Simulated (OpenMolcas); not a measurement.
**Fe2+, Ru2+, Os2+: d6 down the group**

| Property | Result |
| --- | --- |
| Program | OpenMolcas |
| Method | SS-CASPT2, IPEA 0.25 Eh, imaginary shift 0.1 Eh |
| Basis | ANO-R2 |
| Scalar Hamiltonian | X2C, finite nucleus |
| Spin-orbit coupling | state interaction with AMFI integrals over the reference wave functions, term energies averaged over their components |

Active space for each ion: 6 electrons in 5 orbitals (d); closed shells correlated by CASPT2: Fe2+ 3s 3p; Ru2+ 4s 4p; Os2+ 5s 5p.

Computed levels in cm-1 above 5D4:

```
                               Level   Fe2+   Ru2+   Os2+
                                 5D3    438   1158   4620
                                 5D2    745   1845   4740
                                 5D1    942   2290   7100
                                 5D0   1039   2510   7390
                              3P2(1)  19070  15710  16830
                                 3H6  20180  16080  17310
                              3P1(1)  20350  19020  29700
                                 3H5  20400  16340  25140
                              3F3(1)  21630  17790  19460
weight of 5D in the lowest level (%)    100     99     86
```

Mixed levels, with the weight of the term that names them: Os2+ 5D2 (70 %), Os2+ 3P2(1) (54 %), Os2+ 3P1(1) (72 %), Os2+ 3H5 (50 %), Os2+ 3F3(1) (53 %).

Measured, with the error of the calculation in %. Measured levels: Fe2+ from Corliss and Sugar, J. Phys. Chem. Ref. Data 11, 135 (1982); Ru2+ from Moore, Atomic Energy Levels, vol. III, NSRDS-NBS 35 (1971 reprint of NBS Circular 467, 1958).

```csv
Level,Fe2+,Ru2+
5D3,436 (+0.3),1159 (-0.1)
5D2,739 (+0.8),1826 (+1.0)
5D1,932 (+1.0),2266 (+1.2)
5D0,1027 (+1.1),2476 (+1.3)
3P2(1),19405 (-1.7),
3H6,20051 (+0.7),
3P1(1),20688 (-1.6),
3H5,20301 (+0.5),
3F3(1),21700 (-0.3),
```

The fine-structure level 5D0 changes by a factor of 7.11 from Fe2+ to Os2+.

Without spin-orbit coupling 3P(1) lies 19250, 16080, 15270 cm-1 above 5D in that order; the difference to the level 3P2(1), of either sign, comes from spin-orbit coupling, which also lowers the zero.

CASPT2 does not keep the components of a term degenerate, so their means are used; among the terms shown or strongly mixed into the levels shown the widest spread is 150 cm-1 (4d6 3F(1), Ru2+). Levels of configurations with an s electron are missing; early in the row they begin among the upper levels of the d shell and mix with terms of their name (holds for Ru2+). Configurations with an s electron lie low in 5d ions of this charge, fall among these levels and mix in, so low-spin terms can stand far too high, up to twice their true height, and weights are not those of the real levels (holds for Os2+). Measured partners are found by configuration, term and J. A level has none where our copy of the source lacks it or the pairing is in doubt (some pairs that miss far off the trend of their configuration count as doubtful), and it then counts in no deviation. Only configurations of the active space appear.

A number in round brackets counts repeated terms of one configuration in the order of the reference energies.
